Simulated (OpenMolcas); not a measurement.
**Levels of Ge2+ by method**

```
Program             : OpenMolcas 26.06
Basis               : ANO-RCC-VTZP [6s5p3d1f]
Scalar Hamiltonian  : DKH2, point nucleus
Active space        : 2 electrons in 9 orbitals (RAS2 4s 4p; RAS3 4d, at most 2 electrons)
State averaging     : 2S+1 = 3 even, 3 roots; 2S+1 = 1 even, 7 roots; 2S+1 = 3 odd, 3 roots; 2S+1 = 1 odd, 3 roots
Spin-orbit coupling : state interaction with AMFI integrals over the reference wave functions, term energies averaged over their components
```

Methods on the same reference wave functions:
A. RASSCF
B. SS-RASPT2, IPEA 0.25 Eh, imaginary shift 0.1 Eh (closed shells correlated: 3d)
C. MS-RASPT2, IPEA 0.25 Eh, imaginary shift 0.1 Eh (closed shells correlated: 3d)
D. XMS-RASPT2, IPEA 0.25 Eh, imaginary shift 0.1 Eh (closed shells correlated: 3d)

Energies in cm⁻¹ above 4s² ¹S₀, the measured ground level; measured values from Sugar and Musgrove, J. Phys. Chem. Ref. Data 22, 1213 (1993).

```json
{"Level": "4s² ¹S₀", "A": "0.0", "B": "0.0", "C": "0.0", "D": "0.0", "Measured": "0.0"}
{"Level": "4s 4p ³P°₀", "A": "57421", "B": "60420", "C": "60540", "D": "60800", "Measured": "61734"}
{"Level": "4s 4p ³P°₁", "A": "58074", "B": "61070", "C": "61190", "D": "61450", "Measured": "62500"}
{"Level": "4s 4p ³P°₂", "A": "59444", "B": "62440", "C": "62560", "D": "62820", "Measured": "64144"}
{"Level": "4s 4p ¹P°₁", "A": "92171", "B": "92080", "C": "92200", "D": "92410", "Measured": "91873"}
{"Level": "4p² ¹D₂", "A": "140751", "B": "145920", "C": "146050", "D": "146320", "Measured": "144975"}
{"Level": "4p² ³P₀", "A": "143322", "B": "146700", "C": "146820", "D": "147070", "Measured": "147685"}
```

Deviations, from unrounded energies. A percentage is the sum of absolute deviations over the sum of measured energies, with the sign that they share, or ± where signs differ.

| Against measurement | Levels | A | B | C | D |
| --- | --- | --- | --- | --- | --- |
| mean absolute deviation (cm-1) | 6 | 3700 | 1100 | 1100 | 970 |
| other configurations (%) | 6 | ±3.9 | ±1.2 | ±1.1 | ±1.0 |

D lies closest to measurement on these levels and A furthest from it. The largest miss of D in the table is 4p² ¹D₂, by +1300 cm-1. The ranking rests on the paired levels alone, and a cruder setting can come out closer through cancelling errors.

Among B to D the level of the table that moves most is 4p² ¹D₂, by 390 cm-1 (lowest in B, highest in D). Moves below CASPT2's spread within the term are not significant.

The lowest spin-free term lies below A's lowest term by 0.388 hartree in B, 0.389 hartree in C, 0.390 hartree in D.

CASPT2 does not keep the components of a term degenerate, so their means are used; among the terms shown or strongly mixed into the levels shown the widest spread is 49 cm-1 (4p² ¹D, D). Active for correlation alone: 4d; no level in the range computed is led by a configuration that fills it, so any true level of that kind is missing. Some terms mix strongly with configurations of 4d, whose occupation reaches 0.22 (4p² ¹D). Measured partners are found by configuration, term and J. A level has none where our copy of the source lacks it or the pairing is in doubt (some pairs that miss far off the trend of their configuration count as doubtful), and it then counts in no deviation. Only configurations of the active space appear. Levels that lie high or do not pair safely by name in every column are left out.

° marks odd parity.
